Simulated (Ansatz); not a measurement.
Cost and result for the atomization energy of `C=C=C([SiH3])BF` (12 atoms, 11 bonds).

Cartesian coordinates in Å:
```
C -1.321 1.029 1.686
C -0.696 0.412 0.731
C -0.069 -0.213 -0.234
Si 1.764 0.078 -0.495
B -0.897 -1.170 -1.115
F -0.290 -1.818 -2.103
H -1.783 1.995 1.515
H -1.396 0.591 2.675
H 2.253 1.049 0.515
H 2.503 -1.204 -0.356
H 2.001 0.614 -1.860
H -2.068 -1.363 -0.959
```

Charge 0, multiplicity 1. The structure was optimised at the PBE0-D4/def2-TZVP level. It is one conformer, not always the lowest. Program: Ansatz. All runs use 4 threads of an Arm Neoverse V2 on a shared host. Times are those of one run each, without the atoms' runs, and a repeat can differ threefold. Electronic energies, without spin–orbit coupling; frozen cores. CCSD(T)/CBS adds CCSD(T) − MP2 in def2-TZVPP to the MP2 limit, and its time is that of the two runs behind it. T1 = 0.014. B3LYP takes the VWN-RPA correlation (the form of Gaussian; ORCA's B3LYP/G).

CCSD(T)/CBS is a level of theory with its own doubt, some kJ/mol a heavy atom from the limit and from the frozen cores, so smaller differences don't rank the functionals.

```csv
level,functions,wall time
PBE-D4/def2-TZVPP (with forces),281,3.2 s
PBE0-D4/def2-TZVPP,281,3.8 s
r2SCAN-D4/def2-TZVPP (with forces),281,6.5 s
B3LYP-D4/def2-TZVPP (with forces),281,6.5 s
B2PLYP/def2-TZVPP,281,7.5 s
ωB97X-V/def2-TZVPP,281,9.5 s
ωB97M-V/def2-TZVPP (with forces),281,15 s
MP2/def2-QZVPP,535,31 s
CCSD(T)/def2-TZVPP,281,4.8 min
CCSD(T)/CBS(def2),–,5.4 min
```

Problem. What atomization energy does each give, and how far from CCSD(T)/CBS? (Estimate.)

Solution. Ansatz gave: 
| level | atomization (kJ/mol) | difference from CCSD(T)/CBS | per bond |
| --- | --- | --- | --- |
| PBE-D4/def2-TZVPP (with forces) | 4962.1 | 130.5 | 11.9 |
| PBE0-D4/def2-TZVPP | 4877.2 | 45.6 | 4.1 |
| r2SCAN-D4/def2-TZVPP (with forces) | 4884.0 | 52.4 | 4.8 |
| B3LYP-D4/def2-TZVPP (with forces) | 4864.7 | 33.1 | 3.0 |
| B2PLYP/def2-TZVPP | 4815.1 | -16.5 | -1.5 |
| ωB97X-V/def2-TZVPP | 4854.7 | 23.1 | 2.1 |
| ωB97M-V/def2-TZVPP (with forces) | 4866.0 | 34.4 | 3.1 |
| MP2/def2-QZVPP | 4887.0 | 55.4 | 5.0 |
| CCSD(T)/def2-TZVPP | 4720.7 | -110.9 | -10.1 |
| CCSD(T)/CBS(def2) | 4831.6 | 0.0 | 0.0 |

The D4 term adds +41.1 kJ/mol with B3LYP and +21.8 kJ/mol with PBE0; it sums over pairs of atoms, weighted by their polarisabilities, and B3LYP, whose exchange is more repulsive, gets the larger term. In def2-TZVPP, CCSD(T) changes the Hartree–Fock value by +1045.3 kJ/mol (the triples alone add +74.0 kJ/mol) and MP2 by +1145.9 kJ/mol; breaking electron pairs costs correlation energy, which Hartree–Fock lacks. From PBE to PBE0 (25 % exact exchange), in def2-TZVPP and without D4, the atomization energy moves by −81.1 kJ/mol: exact exchange takes away binding that semilocal exchange gives to molecules.
